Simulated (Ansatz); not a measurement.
Reaction (silylene formation by 1,1-elimination): `CC(Cl)[SiH2]O` → `CC(O)Cl` + `[SiH2]`

Calculated with Ansatz (gas phase, PBE0-D4/def2-TZVP geometries, no zero-point term in ΔE). CCSD(T)/CBS is the MP2 limit (def2-TZVPP, def2-QZVPP) plus CCSD(T) − MP2 in def2-TZVPP, frozen cores. This one scheme is used for every species. Functionals use def2-TZVPP. One conformer a species, not always the lowest.

`CC(Cl)[SiH2]O`:

Cartesian coordinates in Å:
```
C -0.375 1.627 0.245
C 0.128 0.416 -0.508
Cl 1.931 0.470 -0.656
Si -0.249 -1.237 0.320
O 0.434 -2.481 -0.504
H -0.080 2.555 -0.250
H 0.011 1.647 1.266
H -1.468 1.599 0.293
H -0.236 0.420 -1.538
H -1.712 -1.486 0.305
H 0.244 -1.134 1.719
H 1.372 -2.394 -0.691
```

`CC(O)Cl`:

Cartesian coordinates in Å:
```
C 0.783 -0.320 -0.386
C -0.264 0.461 0.364
O -1.470 0.548 -0.290
Cl -0.472 -0.289 2.015
H 1.728 -0.328 0.157
H 0.461 -1.355 -0.525
H 0.937 0.139 -1.366
H 0.052 1.481 0.572
H -1.754 -0.337 -0.541
```

`[SiH2]`:

Z-matrix (Å, degrees):
```
Si
H 1 1.525
H 1 1.525 2 91.2
```

```json
{"level": "B2PLYP", "ΔE (kJ/mol)": "374.5"}
{"level": "PBE0", "ΔE (kJ/mol)": "374.0"}
```

Q: What does CCSD(T)/CBS give? (Best estimate.)

A: Ansatz gave: +384.6 kJ/mol. The listed levels differ from it by -10.1, -10.6 kJ/mol.

Q: What do rigid-rotor, harmonic-oscillator terms from PBE0-D4/def2-TZVP frequencies (298.15 K, 1 bar) make of the CCSD(T)/CBS value? (Best estimate.)

A: Ansatz gave: ΔZPE = -12.9 kJ/mol, ΔH = +375.2 kJ/mol, ΔS = 151 J/(mol·K), ΔG = +330.1 kJ/mol.

Largest T1 diagnostic among the species: 0.014.

From PBE to PBE0 (25 % exact exchange), in def2-TZVPP and without D4, ΔE moves by +15.0 kJ/mol. At CCSD(T), def2-SVP lies −47.8 kJ/mol from the extrapolated value and def2-TZVPP −11.3 kJ/mol.

CCSD(T)/CBS has its own doubt, a few kJ/mol and more with outer-core shells, so smaller differences from it don't rank the levels.
